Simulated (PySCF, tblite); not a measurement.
Isomers of C9H9N3. Calculated harmonic vibrations of the isolated species, GFN2-xTB (tblite), most abundant isotopes, no scaling. The method is semi-empirical: single wavenumbers can be off by several per cent or more. One conformer each.

Electronic energies: PBE0/pcSseg-1 single points on the GFN2-xTB geometries (PySCF, gas phase).

| SMILES | electronic energy, lowest = 0 (kcal/mol) |
| --- | --- |
| c1ccc(Cn2ccnn2)cc1 | 18.7 |
| C=Cn1nnc2cccc(C)c21 | 26.5 |
| Cc1ccc(-n2ccnn2)cc1 | 16.6 |
| c1ccc2c(c1)nnn2C1CC1 | 31.6 |
| Cc1ccccc1-n1cncn1 | 0.0 |

Q: How do GFN2-xTB zero-point energies change the relative energies?

A: 
| SMILES | ZPE (kcal/mol) | of it from modes above 1550 cm⁻¹ | electronic (kcal/mol) | with ZPE, lowest = 0 (kcal/mol) | lowest mode (cm⁻¹) | rings |
| --- | --- | --- | --- | --- | --- | --- |
| Cc1ccccc1-n1cncn1 | 102.7 | 44.4 | 0.0 | 0.0 | 56 | 2 |
| Cc1ccc(-n2ccnn2)cc1 | 102.1 | 44.4 | 16.6 | 16.0 | 28 | 2 |
| c1ccc(Cn2ccnn2)cc1 | 102.6 | 44.2 | 18.7 | 18.6 | 23 | 2 |
| C=Cn1nnc2cccc(C)c21 | 101.8 | 46.6 | 26.5 | 25.7 | 57 | 2 |
| c1ccc2c(c1)nnn2C1CC1 | 102.9 | 44.4 | 31.6 | 31.8 | 17 | 3 |

The zero-point energies span 1.1 kcal/mol, from `C=Cn1nnc2cccc(C)c21` to `c1ccc2c(c1)nnn2C1CC1`. The order is unchanged.

Q: And how do the electronic energies of GFN2-xTB itself compare?

A: `Cc1ccccc1-n1cncn1` 0.0; `Cc1ccc(-n2ccnn2)cc1` 15.4; `c1ccc(Cn2ccnn2)cc1` 22.1; `C=Cn1nnc2cccc(C)c21` 24.4; `c1ccc2c(c1)nnn2C1CC1` 24.4 kcal/mol, lowest = 0. Against the energies above, taken from the same isomer `Cc1ccccc1-n1cncn1`, the largest difference is 7.2 kcal/mol.

Q: What do entropy and thermal enthalpy add at 298.15 K and 1 bar (rigid rotor, harmonic oscillator, one conformer each)?

A: 
```tsv
SMILES	point group	symmetry number	S (cal/(mol K))	H − H(0) (kcal/mol)	ZPE + H − H(0) − TS (kcal/mol)
Cc1ccccc1-n1cncn1	C1	1	98.1	6.78	80.2
Cc1ccc(-n2ccnn2)cc1	C1	1	102.9	6.99	78.4
C=Cn1nnc2cccc(C)c21	Cs	1	98.4	6.94	79.4
```

Not tabulated: `c1ccc(Cn2ccnn2)cc1` (lowest mode only 23 cm⁻¹); `c1ccc2c(c1)nnn2C1CC1` (lowest mode only 17 cm⁻¹).
